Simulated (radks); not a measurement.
The numbers below are computed, except where a source is named.
Removal energies from the manganese ion Mn4+, [Ar] 3d3, by Delta-SCF beside the eigenvalue of the level emptied. Level of theory: scalar-relativistic Kohn-Sham, r2SCAN, spin-polarised, spherical densities, finite nucleus; meta-GGA in the generalised Kohn-Sham scheme; Fermi nuclear charge, rms radius of each element as measured or else 0.836 A^(1/3) + 0.57 fm (a radial shooting solver on a logarithmic mesh with Libxc functionals). Open shells are filled with parallel spins first.

removed from       final configuration  Delta-SCF (eV)  -eigenvalue (eV)
3d                            [Ar] 3d2          72.933            62.461
3p                    [Ne] 3s2 3p5 3d3          119.76            109.31
3s                    [Ne] 3s1 3p6 3d3          153.22            142.49
2p            [He] 2s2 2p5 3s2 3p6 3d3          725.13            695.01
